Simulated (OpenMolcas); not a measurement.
## Multiplet structure of O

| Item | Value |
| --- | --- |
| Program | OpenMolcas 26.06 |
| Method | CASSCF |
| Basis | ANO-RCC-VTZP [4s3p2d1f] |
| Scalar Hamiltonian | DKH2, point nucleus |
| Active space | 4 electrons in 3 orbitals (2p) |
| State averaging | 2S+1 = 3 even, 3 roots; 2S+1 = 1 even, 6 roots |
| Spin-orbit coupling | RASSI with atomic mean-field integrals over the reference wave functions, term energies averaged over their components |

Spin-free terms above the lowest, with the occupations of the reference:

```json
{"Configuration": "2s2 2p4", "Term": "3P", "E (cm-1)": "0.0", "Occupations": "2p 4.00"}
{"Configuration": "2s2 2p4", "Term": "1D", "E (cm-1)": "17628", "Occupations": "2p 4.00"}
{"Configuration": "2s2 2p4", "Term": "1S", "E (cm-1)": "43807", "Occupations": "2p 4.00"}
```

With spin-orbit coupling, above the lowest level:

```
Configuration  Term  J  E (cm-1)  Measured (cm-1)      g  Term weight %
      2s2 2p4    3P  2       0.0              0.0  1.501            100
      2s2 2p4    3P  1       149              158  1.501            100
      2s2 2p4    3P  0       223              227                   100
      2s2 2p4    1D  2     17703            15868  1.000            100
      2s2 2p4    1S  0     43883            33793                   100
```

Against the 4 measured excited levels shown (NIST Handbook of Basic Atomic Spectroscopic Data) the mean absolute deviation is 3000 cm-1; the largest miss in energy is 2s2 2p4 1S0: computed 43883, measured 33793 cm-1 (+29.9 %).

Spin-orbit coupling puts the lowest level 74.9 cm-1 below the lowest spin-free term.

For 3P the intervals divided by the larger J are -73.3, -74.6 cm-1. Landé's interval rule makes them equal in pure LS coupling; they differ by 2 % of their mean. The multiplet is inverted.

Without dynamic correlation excited terms often stand tens of per cent too high (terms of higher spin than the ground term too low), and those without a measured partner can miss by more than the paired ones. With the s shell closed, the reference lacks s² → p² mixing. Measured partners are found by configuration, term and J. A level has none where our copy of the source lacks it or the pairing is in doubt (some pairs that miss far off the trend of their configuration count as doubtful), and it then counts in no deviation. Only configurations of the active space appear.

The RASSCF and RASSI steps took 2.5 s on 1 thread of Arm Neoverse V1 (shared host); the integral step is not counted.

The term weight is that of the spin-free term in the level, not the purity of its configuration.
